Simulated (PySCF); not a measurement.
SMILES [C@H]1(CC)N(C=C)CC1, C7H13N

Cartesian coordinates in Å; atom numbers follow the order of the lines, from 1:
```xyz
21

C    -3.1696    0.6809    0.7598
C    -1.8561    0.6398    0.9643
N    -0.9239    0.2492    0.0438
C    -1.1543   -0.6163   -1.0994
C     0.2968   -1.1020   -0.9918
C     0.3966   -0.3016    0.3198
C     1.5023    0.7441    0.4056
C     2.8727    0.0920    0.5402
H    -3.6099    0.3639   -0.1691
H    -3.8366    1.0568    1.5122
H    -1.4224    0.9742    1.8987
H    -1.4172   -0.0715   -2.0096
H    -1.9058   -1.3930   -0.9177
H     0.9442   -0.7229   -1.7783
H     0.4252   -2.1769   -0.8983
H     0.4232   -0.9391    1.2153
H     1.4684    1.3680   -0.4895
H     1.3122    1.3889    1.2660
H     2.9232   -0.5060    1.4478
H     3.6534    0.8474    0.5821
H     3.0686   -0.5592   -0.3086
```

The calculation used quadratic response BHandHLYP/def2-SVPD first hyperpolarisability, Taylor convention, gas phase in PySCF. Geometry: GFN2-xTB.

(1) Give the tensor of the second harmonic β(−2ω;ω,ω) at 694.3 nm in the axes of these coordinates.

Results:

(1) In au, Taylor convention; rows are the first index (the induced dipole):
```tsv
	xx	yy	zz	xy	xz	yz
x	+121.6	+26.9	+30.1	-21.1	-170.3	+51.9
y	-13.7	+85.2	+29.7	+44.8	+45.1	-27.4
z	-144.8	-22.7	-8.9	+34.3	+36.4	+24.6
```
Norm of βᵢ = ⅓ Σⱼ (βᵢⱼⱼ + βⱼᵢⱼ + βⱼⱼᵢ): 291.8 au, hyper-Rayleigh value 134.5 au.
